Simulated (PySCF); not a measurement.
C2H9BSi, SMILES CB(C)[SiH3].

Geometry optimised at PBE0-D3(BJ)/def2-SVP. This is a generated structure with no PubChem entry under its InChIKey; it may be hypothetical.

The numbers are results of PBE0-D3(BJ)/def2-SVP in PySCF 2.14.0, not measurements.

Frequencies are harmonic and unscaled.

```json
[
 {"mode": "1", "ν (cm⁻¹)": "29", "IR (km/mol)": "0.1", "moving atoms (share of kinetic energy)": "H 94 %"},
 {"mode": "2", "ν (cm⁻¹)": "104", "IR (km/mol)": "0.8", "moving atoms (share of kinetic energy)": "H 95 %"},
 {"mode": "3", "ν (cm⁻¹)": "144", "IR (km/mol)": "1.3", "moving atoms (share of kinetic energy)": "H 94 %"},
 {"mode": "4", "ν (cm⁻¹)": "181", "IR (km/mol)": "1.2", "moving atoms (share of kinetic energy)": "H 41 %, C 38 %, B 11 %, Si 9 %"},
 {"mode": "5", "ν (cm⁻¹)": "267", "IR (km/mol)": "1.2", "moving atoms (share of kinetic energy)": "H 57 %, B 30 %, C 8 %"},
 {"mode": "6", "ν (cm⁻¹)": "292", "IR (km/mol)": "1.8", "moving atoms (share of kinetic energy)": "H 45 %, C 30 %, Si 18 %"},
 {"mode": "7", "ν (cm⁻¹)": "483", "IR (km/mol)": "23.0", "moving atoms (share of kinetic energy)": "H 72 %, Si 11 %, B 9 %"},
 {"mode": "8", "ν (cm⁻¹)": "500", "IR (km/mol)": "6.0", "moving atoms (share of kinetic energy)": "H 40 %, C 29 %, Si 20 %, B 11 %"},
 {"mode": "9", "ν (cm⁻¹)": "569", "IR (km/mol)": "28.2", "moving atoms (share of kinetic energy)": "H 77 %, Si 14 %"},
 {"mode": "10", "ν (cm⁻¹)": "616", "IR (km/mol)": "1.4", "moving atoms (share of kinetic energy)": "H 77 %, C 16 %"},
 {"mode": "11", "ν (cm⁻¹)": "834", "IR (km/mol)": "3.9", "moving atoms (share of kinetic energy)": "H 50 %, C 29 %, B 20 %"},
 {"mode": "12", "ν (cm⁻¹)": "837", "IR (km/mol)": "4.2", "moving atoms (share of kinetic energy)": "H 46 %, B 27 %, C 26 %"},
 {"mode": "13", "ν (cm⁻¹)": "844", "IR (km/mol)": "2.8", "moving atoms (share of kinetic energy)": "H 76 %, C 23 %"},
 {"mode": "14", "ν (cm⁻¹)": "882", "IR (km/mol)": "194.8", "moving atoms (share of kinetic energy)": "H 90 %, Si 9 %"},
 {"mode": "15", "ν (cm⁻¹)": "931", "IR (km/mol)": "35.3", "moving atoms (share of kinetic energy)": "H 97 %"},
 {"mode": "16", "ν (cm⁻¹)": "945", "IR (km/mol)": "41.5", "moving atoms (share of kinetic energy)": "H 96 %"},
 {"mode": "17", "ν (cm⁻¹)": "1101", "IR (km/mol)": "48.3", "moving atoms (share of kinetic energy)": "B 49 %, H 35 %, C 15 %"},
 {"mode": "18", "ν (cm⁻¹)": "1143", "IR (km/mol)": "15.9", "moving atoms (share of kinetic energy)": "B 52 %, H 42 %"},
 {"mode": "19", "ν (cm⁻¹)": "1293", "IR (km/mol)": "28.0", "moving atoms (share of kinetic energy)": "H 73 %, C 24 %"},
 {"mode": "20", "ν (cm⁻¹)": "1314", "IR (km/mol)": "109.6", "moving atoms (share of kinetic energy)": "H 56 %, C 30 %, B 13 %"},
 {"mode": "21", "ν (cm⁻¹)": "1399", "IR (km/mol)": "1.5", "moving atoms (share of kinetic energy)": "H 96 %"},
 {"mode": "22", "ν (cm⁻¹)": "1401", "IR (km/mol)": "3.2", "moving atoms (share of kinetic energy)": "H 96 %"},
 {"mode": "23", "ν (cm⁻¹)": "1442", "IR (km/mol)": "0.6", "moving atoms (share of kinetic energy)": "H 93 %"},
 {"mode": "24", "ν (cm⁻¹)": "1444", "IR (km/mol)": "12.4", "moving atoms (share of kinetic energy)": "H 91 %"},
 {"mode": "25", "ν (cm⁻¹)": "2186", "IR (km/mol)": "79.1", "moving atoms (share of kinetic energy)": "H 97 %"},
 {"mode": "26", "ν (cm⁻¹)": "2199", "IR (km/mol)": "91.0", "moving atoms (share of kinetic energy)": "H 97 %"},
 {"mode": "27", "ν (cm⁻¹)": "2207", "IR (km/mol)": "120.7", "moving atoms (share of kinetic energy)": "H 96 %"},
 {"mode": "28", "ν (cm⁻¹)": "3013", "IR (km/mol)": "0.7", "moving atoms (share of kinetic energy)": "H 96 %"},
 {"mode": "29", "ν (cm⁻¹)": "3014", "IR (km/mol)": "0.2", "moving atoms (share of kinetic energy)": "H 96 %"},
 {"mode": "30", "ν (cm⁻¹)": "3105", "IR (km/mol)": "15.2", "moving atoms (share of kinetic energy)": "H 92 %"},
 {"mode": "31", "ν (cm⁻¹)": "3106", "IR (km/mol)": "14.7", "moving atoms (share of kinetic energy)": "H 92 %"},
 {"mode": "32", "ν (cm⁻¹)": "3157", "IR (km/mol)": "7.9", "moving atoms (share of kinetic energy)": "H 90 %, C 10 %"},
 {"mode": "33", "ν (cm⁻¹)": "3159", "IR (km/mol)": "9.7", "moving atoms (share of kinetic energy)": "H 90 %, C 10 %"}
]
```
